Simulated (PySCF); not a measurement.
## Magnetic susceptibility: `InChI=1S/C7H12O/c1-5-6(2)7(3)8-4/h5,7H,1-2H2,3-4H3/t7-/m0/s1`

Molfile (atoms numbered from 1):
```
C7H12O
     RDKit          3D

 20 19  0  0  0  0  0  0  0  0999 V2000
   -2.0304   -0.7747    1.4666 C   0  0  0  0  0  0  0  0  0  0  0  0
   -1.9130   -0.3456    0.2152 C   0  0  0  0  0  0  0  0  0  0  0  0
   -0.7115    0.1624   -0.4316 C   0  0  0  0  0  0  0  0  0  0  0  0
   -0.7637    0.6479   -1.6717 C   0  0  0  0  0  0  0  0  0  0  0  0
    0.5985    0.1734    0.3362 C   0  0  2  0  0  0  0  0  0  0  0  0
    0.7027    1.4575    1.1597 C   0  0  0  0  0  0  0  0  0  0  0  0
    1.7315    0.1320   -0.5138 O   0  0  0  0  0  0  0  0  0  0  0  0
    1.9654   -1.1260   -1.0880 C   0  0  0  0  0  0  0  0  0  0  0  0
   -1.2077   -0.7980    2.1605 H   0  0  0  0  0  0  0  0  0  0  0  0
   -2.9753   -1.1222    1.8486 H   0  0  0  0  0  0  0  0  0  0  0  0
   -2.7897   -0.3461   -0.4215 H   0  0  0  0  0  0  0  0  0  0  0  0
   -1.6794    0.6673   -2.2384 H   0  0  0  0  0  0  0  0  0  0  0  0
    0.1166    1.0390   -2.1522 H   0  0  0  0  0  0  0  0  0  0  0  0
    0.6335   -0.7014    1.0062 H   0  0  0  0  0  0  0  0  0  0  0  0
    1.6321    1.4604    1.7227 H   0  0  0  0  0  0  0  0  0  0  0  0
    0.6983    2.3116    0.4885 H   0  0  0  0  0  0  0  0  0  0  0  0
   -0.1384    1.5347    1.8428 H   0  0  0  0  0  0  0  0  0  0  0  0
    1.1314   -1.4460   -1.7238 H   0  0  0  0  0  0  0  0  0  0  0  0
    2.8646   -1.0259   -1.6930 H   0  0  0  0  0  0  0  0  0  0  0  0
    2.1294   -1.8896   -0.3158 H   0  0  0  0  0  0  0  0  0  0  0  0
  1  2  2  0
  2  3  1  0
  3  4  2  0
  3  5  1  0
  5  6  1  0
  5  7  1  0
  7  8  1  0
  1  9  1  0
  1 10  1  0
  2 11  1  0
  4 12  1  0
  4 13  1  0
  5 14  1  1
  6 15  1  0
  6 16  1  0
  6 17  1  0
  8 18  1  0
  8 19  1  0
  8 20  1  0
M  END
```

Computed, not measured: PySCF, GIAO PBE/pcSseg-1 magnetisability, rotational g tensor and spin-rotation constants, non-relativistic, gas phase. Geometry: GFN2-xTB.

Problem. How diamagnetic is it, and how anisotropic?

Solution. Isotropic -1236 × 10⁻³⁰ J/T², or -74.4 × 10⁻⁶ cm³/mol; principal values -1533, -1122, -1052 × 10⁻³⁰ J/T², anisotropy 450 × 10⁻³⁰ J/T² (root of half the summed squared differences of the principal values). The susceptibility is in cgs units.

Problem. Split it along the inertial axes a, b, c into diamagnetic and paramagnetic parts about the centre of mass, with the quadrupole moment.

Solution. 
| axis | χ (10⁻⁶ cm³/mol) | diamagnetic (10⁻⁶ cm³/mol) | paramagnetic (10⁻⁶ cm³/mol) | summed x² of all electrons (Å²) | quadrupole Θ (D Å) |
| --- | --- | --- | --- | --- | --- |
| a | -67.3 | -577.4 | 510.1 | 167.7 | +0.01 |
| b | -73.7 | -949.7 | 875.9 | 79.9 | +1.27 |
| c | -82.2 | -1050.4 | 968.2 | 56.2 | -1.28 |

Anisotropies 2χaa − χbb − χcc = +21.4 and 2χbb − χaa − χcc = +2.0 × 10⁻⁶ cm³/mol. Θ is traceless in Buckingham's convention.

Problem. And the rotational g tensor?

Solution. 
```tsv
axis	rotational constant (GHz)	g	nuclear part	electronic part
a	2.7679	-0.0277	0.6356	-0.6633
b	1.4702	-0.0107	0.5942	-0.6050
c	1.3180	-0.0034	0.5960	-0.5995
```
Asymmetric top; isotopes 12C, 1H, 16O; no vibrational averaging.
